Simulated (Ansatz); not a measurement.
`C=CCBr` and `C=C[CH2][SnH2][F]` differ in one atom or group.

Ansatz, PBE0-D4/def2-TZVP geometries, multiplicity 1. Each molecule was computed in one conformer, which needn't be the lowest.

Elements past krypton have def2 core potentials. Scalar relativity is left out up to krypton.

```csv
property,`C=CCBr`
size of the dipole moment (PBE/def2-TZVPP) / D,1.90
HOMO–LUMO gap (B3LYP/def2-TZVPP) / eV,6.47
LUMO energy (PBE0/def2-TZVPP) / eV,-0.78
"ideal-gas entropy at 298 K and 1 bar (rigid rotor, harmonic PBE0-D4/def2-TZVP) / J/(mol·K)",308
HOMO energy (ωB97M-V/def2-TZVPP) / eV,-9.94
HOMO energy (PBE0/def2-TZVPP) / eV,-7.73
```

Question: What does the change do to each property? (Best estimate.)

Answer: Computed: 
```
                                                                                  property  `C=C[CH2][SnH2][F]`  shift
                                            size of the dipole moment (PBE/def2-TZVPP) / D                 2.68   0.78
                                                     HOMO–LUMO gap (B3LYP/def2-TZVPP) / eV                 6.03  -0.44
                                                        LUMO energy (PBE0/def2-TZVPP) / eV                -0.68   0.10
ideal-gas entropy at 298 K and 1 bar (rigid rotor, harmonic PBE0-D4/def2-TZVP) / J/(mol·K)                  373     65
                                                     HOMO energy (ωB97M-V/def2-TZVPP) / eV                -9.29   0.65
                                                        HOMO energy (PBE0/def2-TZVPP) / eV                -7.16   0.57
```

With PBE0 the HOMO rises by 0.57 eV and the LUMO rises by 0.10 eV, so the gap narrows by about 0.47 eV. PBE moves the HOMO by 0.44 eV and ωB97M-V by 0.65 eV. The zero-point energy changes by 37.8 kJ/mol with +9 modes. Dipoles are sizes alone; their direction can turn. Modes under 60 cm⁻¹, often nearly free rotors, make the harmonic entropy too high.

B3LYP here is the variant with VWN-RPA as its local correlation; programs differ in this.

Spin–orbit coupling is left out; it splits and shifts lone-pair levels of the heavy atoms by tenths of an eV.
